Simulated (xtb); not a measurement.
IPb, doublet, geometry from GFN2-xTB (such geometries of metal compounds can be far from the true shape) (the spin is typed, not shown lowest); GFN0-xTB in xtb.

The xtb input:
```
$ xtb mol.xyz --gfn 0 --uhf 1 --acc 1000 --json

# file mol.xyz
2

Pb    -0.00000000    -0.00000000    -1.09402383
I      0.00000000     0.00000000     1.69264065
```

What the program printed (banner, timings and long lists left out):

```
   ID    Z sym.   atoms
    1   82 Pb     1
    2   53 I      2

           -------------------------------------------------
          |                Calculation Setup                |
           -------------------------------------------------

           -------------------------------------------------
          |                 G F N 0 - x T B                 |
           -------------------------------------------------

          ...................................................
          :                      SETUP                      :
          :.................................................:
          :  # basis functions                  14          :
          :  # atomic orbitals                  13          :
          :  # shells                            5          :
          :  # electrons                        11          :
          :  electronic temp.          300.0000000     K    :
          :  accuracy                 1000.0000000          :
          :  -> integral cutoff          0.2000000E+02      :
          :  -> integral neglect         0.1000000E-04      :
          ...................................................

         :::::::::::::::::::::::::::::::::::::::::::::::::::::
         ::                     SUMMARY                     ::
         :::::::::::::::::::::::::::::::::::::::::::::::::::::
         :: total energy              -5.897775099869 Eh    ::
         :: gradient norm              0.018131284897 Eh/a0 ::
         :: HOMO-LUMO gap              0.000000000000 eV    ::
         ::.................................................::
         :: H0 energy                 -5.884916175428 Eh    ::
         :: repulsion energy           0.006562839851 Eh    ::
         :: electrostat energy        -0.019176186682 Eh    ::
         :: -> Gsolv                   0.000000000000 Eh    ::
         ::    -> Gsasa                0.000000000000 Eh    ::
         ::    -> Gshift               0.000000000000 Eh    ::
         :: dispersion energy         -0.000245577611 Eh    ::
         :: short-range corr.          0.000000000000 Eh    ::
         :: add. restraining           0.000000000000 Eh    ::
         :: total charge               0.000000000000 e     ::
         :::::::::::::::::::::::::::::::::::::::::::::::::::::

           -------------------------------------------------
          |                Property Printout                |
           -------------------------------------------------

    * Orbital Energies and Occupations

         #    Occupation            Energy/Eh            Energy/eV
      -------------------------------------------------------------
         1        2.0000           -0.8032150             -21.8566
         2        2.0000           -0.6556791             -17.8419
         3        2.0000           -0.4575469             -12.4505
         4        2.0000           -0.4371246             -11.8948
         5        2.0000           -0.4371246             -11.8948
         6        0.5000           -0.3022187              -8.2238 (HOMO)
         7        0.5000           -0.3022187              -8.2238 (LUMO)
         8                         -0.1443654              -3.9284
         9                         -0.0504207              -1.3720
        10                         -0.0504207              -1.3720
        11                          0.0231570               0.6301
        12                          0.0231570               0.6301
        13                          0.3848810              10.4731
      -------------------------------------------------------------
                  HL-Gap            0.0000000 Eh            0.0000 eV
             Fermi-level            0.0000000 Eh            0.0000 eV

     #   Z          covCN         q      C6AA      α(0)
     1  82 Pb       0.918     0.198   602.762    53.482
     2  53 I        0.918    -0.198   385.183    33.901

 Mol. C6AA /au·bohr⁶  :       1936.366674
 Mol. C8AA /au·bohr⁸  :     245173.347123
 Mol. α(0) /au        :         87.382728

Wiberg/Mayer (AO) data.
largest (>0.10) Wiberg bond orders for each atom

 ---------------------------------------------------------------------------
     #   Z sym  total        # sym  WBO       # sym  WBO       # sym  WBO
 ---------------------------------------------------------------------------
     1  82 Pb   1.392 --     2 I    1.392
     2  53 I    1.392 --     1 Pb   1.392
 ---------------------------------------------------------------------------

Topologies differ in total number of bonds
Writing topology from bond orders to xtbtopo.mol

 dipole moment from electron density (au)
     X       Y       Z
   0.0000   0.0000  -2.2296  total (Debye):    5.667

           -------------------------------------------------
          | TOTAL ENERGY               -5.897775099869 Eh   |
          | GRADIENT NORM               0.018131284897 Eh/α |
          | HOMO-LUMO GAP               0.000000000000 eV   |
           -------------------------------------------------

normal termination of xtb
```
